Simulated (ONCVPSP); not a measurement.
## Which setting gave this result? (titanium, ONCV)

Base potential:

titanium, optimised norm-conserving Vanderbilt (ONCV), made with ONCVPSP 4.0.1 (PBE, scalar-relativistic). Core [Ne], reference 3s2 3p6 3d2 4s2. Waves: 3s+4s: rc 1.40 bohr, ncon 4, nbas 7, qcut 6.6 1/bohr, 2 projectors; 3p: rc 1.50 bohr, ncon 4, nbas 9, qcut 7.7 1/bohr, 2 projectors, debl 3.3 Ha; 3d: rc 1.90 bohr, ncon 3, nbas 8, qcut 8.4 1/bohr, 1 projector. Local part: polynomial inside 1.15 bohr (lpopt 3, dvloc0 1 Ha). Core correction: Teter function, fcfact 1.5, rcfact 1.65.

Cutoffs, loose and tight: the cutoffs (Ha) at which the residual kinetic energy of the hardest occupied pseudo-wave falls to 1 and 0.1 mHa per electron. They do not see the model core or the augmentation charge, which bear on the density cutoff. Test errors are all-electron minus pseudo excitation energies from the reference, over the configurations 3s2 3p6 3d2 4s1; 3s2 3p6 3d2 4s0; 3s2 3p6 3d1 4s0; 3s2 3p5 3d2 4s2; variants that change the core or the reference have their own tests.

Only the d radius is moved:

```csv
d radius (bohr),"cutoff, loose","cutoff, tight",bound ghosts,largest test error (meV),median size of the test errors
1.34,33 Ha,122 Ha,none,-37,6.9 meV
1.58,29 Ha,55 Ha,none,-62,15.9 meV
2.08,24 Ha,55 Ha,none,-132,38.4 meV
2.28,22 Ha,55 Ha,none,-165,50.8 meV
2.44,20 Ha,55 Ha,none,-198,65.0 meV
2.72,20 Ha,55 Ha,none,-260,96.6 meV
```

Problem. One more run gave cutoff, loose: 26 Ha; cutoff, tight: 55 Ha; bound ghosts: none; largest test error (meV): -99; median size of the test errors: 27.0 meV. Which value of the d radius was used?

Solution. 1.84 bohr. The median size of the test errors moves one way along this sweep, from 6.9 meV at 1.34 to 96.6 meV at 2.72 bohr, which places the run between 1.58 and 2.08 bohr.
